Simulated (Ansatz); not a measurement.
Cost and result for the atomization energy of C₂H₇B₂F (`BCB(C)F`) (12 atoms, 11 bonds).

```json
{"atom": "B1", "x (Å)": "-0.045", "y (Å)": "-0.532", "z (Å)": "1.762"}
{"atom": "C2", "x (Å)": "-0.117", "y (Å)": "0.743", "z (Å)": "0.890"}
{"atom": "B3", "x (Å)": "-0.532", "y (Å)": "0.304", "z (Å)": "-0.564"}
{"atom": "C4", "x (Å)": "0.438", "y (Å)": "-0.289", "z (Å)": "-1.632"}
{"atom": "F5", "x (Å)": "-1.811", "y (Å)": "0.468", "z (Å)": "-0.908"}
{"atom": "H6", "x (Å)": "-0.915", "y (Å)": "-0.806", "z (Å)": "2.536"}
{"atom": "H7", "x (Å)": "0.871", "y (Å)": "-1.295", "z (Å)": "1.639"}
{"atom": "H8", "x (Å)": "0.896", "y (Å)": "1.152", "z (Å)": "0.780"}
{"atom": "H9", "x (Å)": "-0.818", "y (Å)": "1.489", "z (Å)": "1.266"}
{"atom": "H10", "x (Å)": "1.367", "y (Å)": "-0.675", "z (Å)": "-1.209"}
{"atom": "H11", "x (Å)": "-0.042", "y (Å)": "-1.069", "z (Å)": "-2.228"}
{"atom": "H12", "x (Å)": "0.708", "y (Å)": "0.510", "z (Å)": "-2.335"}
```

Charge 0, multiplicity 1. The structure was optimised at the PBE0-D4/def2-TZVP level. It is one conformer, not always the lowest. Program: Ansatz. All runs use 4 threads of an Arm Neoverse V1 on a shared host. Times are those of one run each, without the atoms' runs, and a repeat can differ threefold. Electronic energies, without spin–orbit coupling; frozen cores. CCSD(T)/CBS adds CCSD(T) − MP2 in def2-TZVPP to the MP2 limit, and its time is that of the two runs behind it. T1 = 0.012. B3LYP takes the VWN-RPA correlation (the form of Gaussian; ORCA's B3LYP/G).

CCSD(T)/CBS is a level of theory with its own doubt, some kJ/mol a heavy atom from the limit and from the frozen cores, so smaller differences don't rank the functionals.

```
                             level  functions  wall time
                PBE0-D4/def2-TZVPP        253      2.6 s
   PBE-D4/def2-TZVPP (with forces)        253      2.7 s
 B3LYP-D4/def2-TZVPP (with forces)        253      4.3 s
r2SCAN-D4/def2-TZVPP (with forces)        253      4.7 s
                 B2PLYP/def2-TZVPP        253      4.7 s
                ωB97X-V/def2-TZVPP        253      7.5 s
  ωB97M-V/def2-TZVPP (with forces)        253       10 s
                    MP2/def2-QZVPP        495       23 s
                CCSD(T)/def2-TZVPP        253    2.4 min
                 CCSD(T)/CBS(def2)          –    2.8 min
```

(1) What atomization energy does each give, and how far from CCSD(T)/CBS? (Best estimate.)

Answers

(1) Computed: 
```
                             level  atomization (kJ/mol)  difference from CCSD(T)/CBS  per bond
                PBE0-D4/def2-TZVPP                4775.5                         49.1       4.5
   PBE-D4/def2-TZVPP (with forces)                4827.5                        101.1       9.2
 B3LYP-D4/def2-TZVPP (with forces)                4761.2                         34.8       3.2
r2SCAN-D4/def2-TZVPP (with forces)                4781.8                         55.4       5.0
                 B2PLYP/def2-TZVPP                4717.6                         -8.8      -0.8
                ωB97X-V/def2-TZVPP                4752.6                         26.2       2.4
  ωB97M-V/def2-TZVPP (with forces)                4769.0                         42.6       3.9
                    MP2/def2-QZVPP                4765.9                         39.5       3.6
                CCSD(T)/def2-TZVPP                4635.6                        -90.8      -8.3
                 CCSD(T)/CBS(def2)                4726.4                          0.0       0.0
```

From PBE to PBE0 (25 % exact exchange), in def2-TZVPP and without D4, the atomization energy moves by −49.0 kJ/mol: exact exchange takes away binding that semilocal exchange gives to molecules. In def2-TZVPP, CCSD(T) changes the Hartree–Fock value by +921.2 kJ/mol (the triples alone add +50.6 kJ/mol) and MP2 by +998.0 kJ/mol; breaking electron pairs costs correlation energy, which Hartree–Fock lacks. The D4 term adds +30.2 kJ/mol with B3LYP and +15.9 kJ/mol with PBE0; it sums over pairs of atoms, weighted by their polarisabilities, and B3LYP, whose exchange is more repulsive, gets the larger term.
